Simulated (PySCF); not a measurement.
C4H7FO2, SMILES C(F)(=C)OCCO. Atoms are numbered in the order given.

```xyz
14

C      2.3899     0.6134    -0.5620
C      1.4366     0.0102     0.1648
F      1.7170    -1.0152     0.9970
O      0.1433     0.3697     0.1950
C     -0.8426    -0.6890     0.1740
C     -2.1927     0.0008     0.1005
O     -2.3247     0.7832    -1.0639
H      2.1146     1.4182    -1.2532
H      3.4393     0.3213    -0.4388
H     -0.7516    -1.3188     1.0841
H     -0.6767    -1.3207    -0.7269
H     -2.9875    -0.7741     0.0803
H     -2.3376     0.5976     1.0362
H     -1.5496     1.3778    -1.0686
```
Charge 0, spin multiplicity 1.

Coordinates come from a PBE-D3(BJ)/def2-SVP optimisation. The structure was generated by enumeration, and PubChem lists no compound with its InChIKey, so it may never have been made. One conformer was computed; it need not be the lowest.

Calculation: PBE-D3(BJ)/def2-SVP (PySCF).

Frequencies are harmonic and unscaled.

```csv
mode,ν (cm⁻¹),IR (km/mol),moving atoms (share of kinetic energy)
1,40,1.4,"O 33 %, C 26 %, F 26 %, H 16 %"
2,67,0.8,"O 39 %, C 33 %, H 19 %, F 9 %"
3,146,7.9,"O 61 %, C 19 %, H 17 %"
4,201,2.4,"F 27 %, C 27 %, O 24 %, H 23 %"
5,298,7.7,"H 41 %, C 32 %, O 15 %, F 12 %"
6,407,22.5,"H 48 %, C 28 %, F 16 %"
7,441,120.5,"H 75 %, O 14 %"
8,502,6.5,"C 38 %, H 33 %, O 22 %"
9,585,2.3,"C 40 %, O 27 %, F 22 %, H 11 %"
10,647,3.8,"C 80 %, H 13 %"
11,688,1.0,H 95 %
12,753,61.7,"H 71 %, C 29 %"
13,799,4.3,"H 43 %, C 28 %, O 23 %"
14,897,1.0,"H 42 %, C 36 %, O 15 %"
15,901,44.3,"H 41 %, C 31 %, F 25 %"
16,958,20.1,"C 39 %, H 38 %, O 19 %"
17,1049,115.7,"O 40 %, C 34 %, H 24 %"
18,1079,63.9,"C 46 %, H 42 %, O 12 %"
19,1104,62.2,"C 41 %, H 30 %, O 29 %"
20,1197,1.2,"H 79 %, C 17 %"
21,1216,23.6,"H 83 %, C 13 %"
22,1267,300.1,"C 57 %, H 23 %, O 15 %"
23,1326,10.4,"H 79 %, C 19 %"
24,1340,29.8,"H 78 %, C 18 %"
25,1359,5.2,"H 74 %, C 21 %"
26,1386,53.5,"H 67 %, C 29 %"
27,1424,4.8,"H 91 %, C 9 %"
28,1426,5.0,"H 90 %, C 9 %"
29,1721,321.5,C 92 %
30,2901,57.3,H 93 %
31,2961,27.2,H 95 %
32,3025,25.2,"H 91 %, C 9 %"
33,3033,24.0,"H 90 %, C 10 %"
34,3130,4.8,H 95 %
35,3242,0.0,"H 89 %, C 11 %"
36,3678,31.8,H 94 %
```
